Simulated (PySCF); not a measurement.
Compound: C₈H₉O (doublet state).
Atom-mapped SMILES: `[CH3:1][C:2](=[O:3])[C@H:4]1[CH:5][C@@H:6]2[CH:7]=[CH:8][C@H:9]12` (hydrogens: H10, H11, H12 on C1; H13 on C4; H14 on C5; H15 on C6; H16 on C7; H17 on C8; H18 on C9)

Cartesian coordinates in Å at the GFN2-xTB level; atoms count from 1:
```xyz
18
C8H9O angstrom
C     -2.7340    0.3431    0.3431
C     -1.4760   -0.4718    0.5040
O     -1.3640   -1.3814    1.2875
C     -0.3308    0.0049   -0.3794
C      0.3623    1.0047    0.4678
C      1.5766    0.1783    0.6491
C      2.5584    0.3852   -0.4953
C      1.9920   -0.5292   -1.2782
C      0.9292   -0.8889   -0.2844
H     -3.4009    0.1708    1.1842
H     -3.2355    0.0299   -0.5722
H     -2.5005    1.4009    0.2578
H     -0.6882    0.2900   -1.3719
H      0.0336    1.9195    0.9172
H      1.9795   -0.0017    1.6423
H      3.3602    1.0920   -0.6050
H      2.1618   -0.8689   -2.2832
H      0.7678   -1.9204    0.0051
```

The hyperfine couplings belong to this conformer and change with its torsions.

Method used: UKS B3LYP, pcH-1 on C H O, non-relativistic, mean-field spin-orbit, GIAO (PySCF 2.14.0). Isolated species at its GFN2-xTB geometry (one conformer only). A GFN2-xTB geometry isn't a minimum of the functional, and hyperfine couplings can be far from their values at a DFT geometry. The SCF solution wasn't tested for stability.

(1) Break the g tensor into its mass correction, gauge correction and orbital-Zeeman/spin–orbit terms.

(2) At 94.306 GHz, how far is the centre of the isotropic spectrum from where a free electron (g = 2.002319) resonates?

(3) What are the electron Larmor frequencies g μB B/h along the three axes at 340 mT?

(4) In a frozen sample, at which fields do the three g values resonate at 9.5, 34, 94 and 263 GHz (hyperfine left aside), and which band first spreads them over more than twice a line width of 0.3 mT?

Results:

(1) 
```tsv
Δg (ppm)	1	2	3
relativistic mass correction	-159	-159	-159
gauge correction	5	31	29
orbital Zeeman/spin–orbit	167	763	1305
total	12	635	1175
```

So g = 2.00233, 2.00295, 2.00349 and g_iso = 2.00293; the tensor is rhombic: the two nearest values differ by 46 % of g3 − g1. Axes: g3 points within 11° of the C5–C6 bond.

(2) B = hν/(g μB) with μB/h = 13.99624 MHz/mT gives 3365.07 mT for the free electron and 3364.05 mT at g_iso, 1.02 mT lower.

(3) 9.5285, 9.5315, 9.5341 GHz for g1, g2 and g3, a range of 5.5 MHz.

(4) 
```csv
band,GHz,B(g3) mT,B(g2) mT,B(g1) mT,spread mT
X,9.5,338.78,338.88,338.98,0.20
Q,34.0,1212.49,1212.82,1213.20,0.70
W,94.0,3352.19,3353.09,3354.13,1.95
J,263.0,9378.99,9381.52,9384.44,5.44
```

The spread grows in proportion to the frequency. Q band is the first where it exceeds 0.6 mT.

Largest spin populations (Mulliken): C5 (+0.96), C6 (-0.08) and C4 (-0.08). No atom but C5 exceeds +0.15. The positive populations add up to 1.20 and the negative ones to -0.20, together 2S = 1. The angles at C5 add up to 359.3°, so it is planar; its axial dipolar tensor and the negative coupling of its proton fit spin in a p orbital normal to that plane.

The HOMO–LUMO gaps are 5.07 eV among the α and 4.69 eV among the β orbitals.

The run took 1.8 min of wall time (with the writing of density and orbital grids) on an Arm Neoverse V2 with one thread, no GPU, on a shared host, and the process peaked at 1.1 GiB of memory.
